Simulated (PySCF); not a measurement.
The vertical singlet excitations below were computed for one of the candidates. Computed with PySCF 2.14.0, density-fitted response routines, TDDFT CAM-B3LYP/def2-SVPD, vertical, gas phase, core orbitals frozen in the response. Geometries: PBE0-D3(BJ)/def2-SVP, one conformer each.

| state | ν̃ (cm⁻¹) | f | main configurations (H = HOMO, L = LUMO) |
| --- | --- | --- | --- |
| S1 | 45150 | 0.0024 | H-3→L (76%) |
| S2 | 50720 | 0.151 | H→L (94%) |
| S3 | 51710 | 0.0014 | H-1→L (19%), H-1→L+6 (19%), H-1→L+2 (18%) |
| S4 | 54140 | 0.0085 | H-2→L (16%), H-1→L+5 (16%), H-2→L+2 (11%) |
| S5 | 54880 | 0.0009 | H-2→L+5 (30%), H-2→L+4 (19%), H-2→L+3 (14%) |
| S6 | 57960 | 0.040 | H→L+1 (83%) |
| S7 | 60020 | 0.014 | H-2→L (48%), H-1→L (15%) |
| S8 | 60460 | 0.018 | H-1→L (54%), H-2→L (18%), H-1→L+6 (11%) |
| S9 | 61780 | 0.023 | H-1→L+1 (59%), H-1→L+4 (14%) |
| S10 | 62450 | 0.028 | H-2→L+1 (48%), H→L+2 (16%), H→L+3 (12%) |

Triplets computed (Tamm–Dancoff): 4.23, 5.06, 5.33, 5.82 eV.

Question: Which candidate is it? All have the formula C6H6O2.
A. `Cc1cccc(=O)o1`
B. `C#CCC(=C)OC=O`
C. `C#C/C=C\OCC=O`

Answer: B. Its S1, at 5.60 eV, is the highest among the candidates; the nearest of the others has S1 at 4.53 eV. S1 is HOMO-3→LUMO (76%). Löwdin shares by element: HOMO carbon 66% or more, oxygen 14% or more (atoms not listed hold the other 21%); LUMO carbon 51% or more, oxygen 22% or more (atoms not listed hold the other 27%). At the same level the other candidates give, for their lowest levels:
- `Cc1cccc(=O)o1`: 4.53 eV (f 0.185); 5.15 eV (f 0.000); 6.33 eV (f 0.143); 6.35 eV (f 0.000); 6.65 eV (f 0.001); HOMO -8.07, LUMO -0.65 eV
- `C#C/C=C\OCC=O`: 4.27 eV (f 0.000); 5.17 eV (f 0.283); 5.52 eV (f 0.000); 5.70 eV (f 0.114); 5.75 eV (f 0.003); HOMO -7.88, LUMO -0.29 eV

Conformer computed: `[CH:1]#[C:2][CH2:3][C:4](=[CH2:5])[O:6][CH:7]=[O:8]`: C2–C3–C4–C5 117°, C3–C4–O6–C7 174°, C4–O6–C7–O8 2°.
